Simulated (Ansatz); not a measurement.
Compare A (`CO[SiH](N)N`) with its isomer B (`NC[SiH](N)O`).

Isolated molecules relaxed with PBE0-D4/def2-TZVP in Ansatz; ΔE leaves out vibrations. CCSD(T)/CBS adds triple-zeta CCSD(T) − MP2 to the extrapolated MP2 energy (def2 sets, frozen cores). DFT in def2-TZVPP. B3LYP here is the variant with VWN-RPA as its local correlation; programs differ in this. Each species was taken in one conformer, which may not be the lowest.

(1) Which is lower in electronic energy at CCSD(T)/CBS, and by how much? (Best estimate.)

(2) Give E(B) − E(A) in kcal/mol with CCSD(T)/def2-TZVPP, B3LYP-D4, B2PLYP, r2SCAN-D4, PBE0-D4, CCSD/def2-TZVPP, MP2/def2-TZVPP. (Estimate.)

Largest T1 diagnostic: 0.010.

Answers

(1) The calculation gave: A, by 14.2 kcal/mol.

(2) Computed: CCSD(T)/def2-TZVPP 14.4, B3LYP-D4 15.2, B2PLYP 15.2, r2SCAN-D4 14.7, PBE0-D4 13.2, CCSD/def2-TZVPP 14.8, MP2/def2-TZVPP 14.3. None reverses the order clearly.

In def2-TZVPP, CCSD(T) changes the Hartree–Fock value by −3.8 kcal/mol (the triples alone add −0.4 kcal/mol) and MP2 by −3.9 kcal/mol.
